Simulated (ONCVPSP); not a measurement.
## Ranking ONCV potentials for P (Z = 15)

All share these settings but for the change named:

```json
{
 "Element": "phosphorus (P)",
 "Generator": "ONCVPSP 4.0.1",
 "Type": "optimised norm-conserving Vanderbilt (ONCV)",
 "Functional": "PBE",
 "Relativity": "scalar-relativistic",
 "Frozen core": "[Ne]",
 "Valence charge": "5",
 "Reference configuration": "3s2 3p1.5 (charge +1.5)",
 "Partial waves": "3s: rc 1.30 bohr, ncon 4, nbas 7, qcut 4.1 1/bohr, 2 projectors, debl 2.1 Ha; 3p: rc 1.30 bohr, ncon 4, nbas 7, qcut 5.4 1/bohr, local",
 "Local potential": "the p channel",
 "Core correction": "polynomial model core, fcfact 0.4"
}
```

Cutoff: the first of the cutoffs (Ha) at which the residual kinetic energy of the hardest occupied pseudo-wave falls to 1 and 0.1 mHa per electron; the density cutoff is not measured.

The base gives 40 Ha.

Of 9 variants that were run, those that failed, showed a ghost or another fault, or gave nearly equal values are left out.

A variant can come out equal or close to the base.

Rank these variants from softest to hardest (loose cutoff).
A. p: qcut 8
B. p: qcut 6.8
C. p: qcut 4.3
D. p: qcut 6.1

B (23 Ha), A (26 Ha), D (34 Ha), C (42 Ha).
